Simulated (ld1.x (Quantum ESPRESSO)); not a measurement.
## Varying the TM potential for nickel

Base potential:

nickel, norm-conserving Troullier–Martins (Kleinman–Bylander form), made with ld1.x (Quantum ESPRESSO) 7.5 (PBE, fully relativistic). Core [Ne], reference 3s2 3p6 3d9 4s1 4p0. Waves: 3s (bound): rc 1.10 bohr; 3p (bound): rc 1.25 bohr; 3d (bound): rc 1.55 bohr. Local part: all-electron potential smoothed inside 1.50 bohr (lloc = -1). Core correction: full core density, not smoothed (it rises at the typed radius of 1.10 bohr, so ld1.x skipped the fit).

Open shells are filled in proportion to 2j + 1 (rel_dist='average').

Occupied shells without a wave of their own: 4s. They enter only through the test configuration that unscreens the potential, and ld1.x also counts them in the model core charge.

All-electron outer shells of the reference configuration (PBE, scalar-relativistic, ld1.x):

| shell | level (eV) | outermost node (bohr) | outermost maximum (bohr) |
| --- | --- | --- | --- |
| 2s | -976.28 | 0.07 | 0.21 |
| 2p | -839.19 | – | 0.16 |
| 3s | -106.01 | 0.30 | 0.64 |
| 3p | -66.47 | 0.27 | 0.65 |
| 3d | -4.64 | – | 0.64 |
| 4s | -4.49 | 0.93 | 2.35 |
| 4p | -0.75 | 1.02 | 3.69 |

Cutoffs, loose and tight: the cutoffs (Ry, on a coarse ladder) from which the occupation-weighted sum of valence levels, in a spherical-Bessel basis at the reference potential, stays within 10 and 1 mRy of its value at 400 Ry. They do not see the model core or the augmentation charge, which bear on the density cutoff. Test errors are all-electron minus pseudo excitation energies from the reference, over the configurations 3s2 3p6 3d8 4s2 4p0; 3s2 3p6 3d8 4s1 4p0; 3s2 3p6 3d8 4s0 4p0; 3s2 3p6 3d8 4s0 4p1; 3s2 3p6 3d8 4s0 4p2; 3s1 3p6 3d8 4s2 4p0; 3s2 3p6 3d8 4s1 4p1. A dash means not determined; rows that change the core or the reference have their own tests.

With those shells counted twice in exchange and correlation these files are broken, and their errors move erratically; no question is asked of them.

Cutoffs are not given where the Bessel-basis levels miss the radial ones by over 6 mRy, ghosts where they miss by over 20 mRy; a channel whose overlap is not positive is not tested.

| change | outcome | cutoff, loose | cutoff, tight | bound ghosts | largest test error (meV) |
| --- | --- | --- | --- | --- | --- |
| base | generated, misses its reference levels by 0.24 eV | 140 Ry | 200 Ry | none | -822 |
| wave 3s (bound): rc 1.10 bohr becomes 3s (bound): rc 0.74 bohr | generated | 230 Ry | over 300 Ry | none | -610 |
| wave 3s (bound): rc 1.10 bohr becomes 3s (bound): rc 0.82 bohr | generated, misses its reference levels by 0.16 eV | 230 Ry | over 300 Ry | none | -640 |
| wave 3s (bound): rc 1.10 bohr becomes 3s (bound): rc 0.90 bohr | generated, misses its reference levels by 0.18 eV | 180 Ry | 300 Ry | none | -687 |
| wave 3s (bound): rc 1.10 bohr becomes 3s (bound): rc 1.00 bohr | generated, misses its reference levels by 0.21 eV | 160 Ry | 230 Ry | none | -748 |
| wave 3s (bound): rc 1.10 bohr becomes 3s (bound): rc 1.12 bohr | generated, misses its reference levels by 0.25 eV | 140 Ry | 200 Ry | none | -842 |
| wave 3s (bound): rc 1.10 bohr becomes 3s (bound): rc 1.22 bohr | generated, misses its reference levels by 0.28 eV | 120 Ry | 200 Ry | none | -907 |
| wave 3s (bound): rc 1.10 bohr becomes 3s (bound): rc 1.36 bohr | generated, misses its reference levels by 0.34 eV | 120 Ry | 200 Ry | none | -1021 |
| wave 3s (bound): rc 1.10 bohr becomes 3s (bound): rc 1.48 bohr | generated, misses its reference levels by 0.37 eV | 120 Ry | 200 Ry | none | -1085 |
| wave 3s (bound): rc 1.10 bohr becomes 3s (bound): rc 1.52 bohr | generated, misses its reference levels by 0.38 eV | 120 Ry | 200 Ry | none | -1104 |
| wave 3s (bound): rc 1.10 bohr becomes 3s (bound): rc 1.64 bohr | generated, misses its reference levels by 0.40 eV | – | – | none | -1146 |

Reading the sweep of the s radius (base included, trends over the rows without a ghost): The loose cutoff falls from 230 Ry at 0.74 to 120 Ry at 1.52 bohr. A larger radius leaves more room for a smooth pseudo-wave, so fewer plane waves are needed; a smaller one forces it to follow the all-electron wave where it bends sharply. The median size of the test errors (rows with all tests solved) rises from 192.5 meV at 0.74 to 511.2 meV at 1.64 bohr. More of the atom is replaced by a form fitted at one configuration, so other configurations suffer as the radius grows.
